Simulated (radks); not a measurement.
Values are calculated unless marked as measured or tabulated.
Initial-state core-level shifts of the europium ion Eu3+ when its valence configuration changes from [Xe] 4f6. Code: a radial shooting solver on a logarithmic mesh with Libxc functionals. Model: Dirac Kohn-Sham, BLYP, spin-unpolarised, spherical densities, point nucleus; open shells fill j = l - 1/2 first. Shifts are changes of the shell-averaged eigenvalues in eV (positive: less bound).

valence           2s       3p       3d       5p
4f5 6s1      -11.781  -12.829  -12.741   -5.935
4f4 6s1 6p1  -25.915  -28.200  -28.013  -12.907
4f5 5d1       -8.401   -9.543   -9.434   -3.150
4f5 6p1      -12.694  -13.745  -13.657   -6.779
4f4 6s2      -25.026  -27.305  -27.118  -12.095
4f4 5d2      -17.717  -20.198  -19.965   -6.302
4f5.5 6p0.5   -6.151   -6.651   -6.609   -3.361
4f4 5d1 6p1  -22.179  -24.575  -24.364  -10.009
